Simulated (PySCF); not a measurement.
Compound: C5H13AlP2.
Cartesian coordinates in Å at the PBE0-D3(BJ)/def2-SVP level; atoms count from 1:
```xyz
21
C5H13AlP2 angstrom
C     -2.890   -1.127   -0.352
C     -1.590   -0.542    0.089
C     -1.380    0.103    1.246
C      0.007    0.593    1.541
P      0.923    0.377   -0.057
Al     3.266   -0.392   -0.033
P      0.510    2.305   -1.064
C     -0.381   -0.707   -0.800
H     -2.792   -2.210   -0.534
H     -3.680   -0.973    0.396
H     -3.220   -0.675   -1.303
H     -2.177    0.249    1.981
H      0.043    1.642    1.877
H      0.506   -0.006    2.324
H      3.911    0.847    0.761
H      3.499   -0.463   -1.623
H      3.060   -1.776    0.761
H      1.560    2.972   -0.360
H      1.359    1.989   -2.170
H     -0.579   -0.431   -1.849
H     -0.026   -1.753   -0.809
```

Level of theory: PySCF 2.14.0, PBE0-D3(BJ)/def2-SVP geometry optimisation, gas phase.

(1) Which atoms are bound to Al6, and at what distances?

(2) List the angles at Al6.

(3) What is the shape at Al6?

(4) What are the other bond lengths?

(5) Give some angles away from the centre.

(6) What are the rotational constants (commonest isotopes, rigid rotor)?

Answers

(1) 4 atoms: H15 1.607 Å, H16 1.608 Å, H17 1.608 Å, P5 2.466 Å. The nearest atom not counted as bound is H21, at 3.64 Å (others tie with it).

(2) 
```json
{"angle": "H15–Al6–H17", "degrees": "118.0", "distance of the outer atoms (Å)": "2.76"}
{"angle": "H16–Al6–H17", "degrees": "118.0", "distance of the outer atoms (Å)": "2.76"}
{"angle": "H15–Al6–H16", "degrees": "117.7", "distance of the outer atoms (Å)": "2.75"}
{"angle": "P5–Al6–H17", "degrees": "98.7", "distance of the outer atoms (Å)": "3.14"}
{"angle": "P5–Al6–H15", "degrees": "98.4", "distance of the outer atoms (Å)": "3.13"}
{"angle": "P5–Al6–H16", "degrees": "98.2", "distance of the outer atoms (Å)": "3.13"}
```

(3) Distorted tetrahedral: angles from 98.2° to 118.0°; τ4 = (360° − α − β)/141° = 0.88 with α and β the two widest (0 for a square, 1 for a tetrahedron).

(4) C1–C2 1.492 Å; C2=C3 1.341 Å; C3–C4 1.500 Å; C4–P5 1.855 Å; P5–P7 2.214 Å; P5–C8 1.851 Å; C2–C8 1.510 Å; C1–H9, C1–H10, C1–H11 1.101 Å; C3–H12 1.094 Å; C4–H13 1.102 Å; C4–H14 1.105 Å; P7–H18, P7–H19 1.429 Å; C8–H20 1.103 Å; C8–H21 1.105 Å.

(5) C1–C2–C3 125.5°, C1–C2–C8 118.7°, C3–C2–C8 115.8°, C2–C3–C4 118.1°, C3–C4–P5 104.4°, C4–P5–Al6 119.8°, C4–P5–P7 101.4°, C4–P5–C8 93.8°, Al6–P5–P7 117.0°, Al6–P5–C8 119.4°.

(6) A = 1580, B = 780.2, C = 658.2 MHz: an asymmetric top.

Point group: C1 (no symmetry element, even within 0.4 Å). Charge 0, singlet. Whether it is a minimum is left open (no frequencies).

On one thread, Arm Neoverse V2 (aarch64), no GPU, shared host with 96 logical CPUs at a one-minute load of 59, this took 5.7 min and 0.84 GiB of memory at its peak. These figures are those of the optimisation.

One conformer stands for the species.
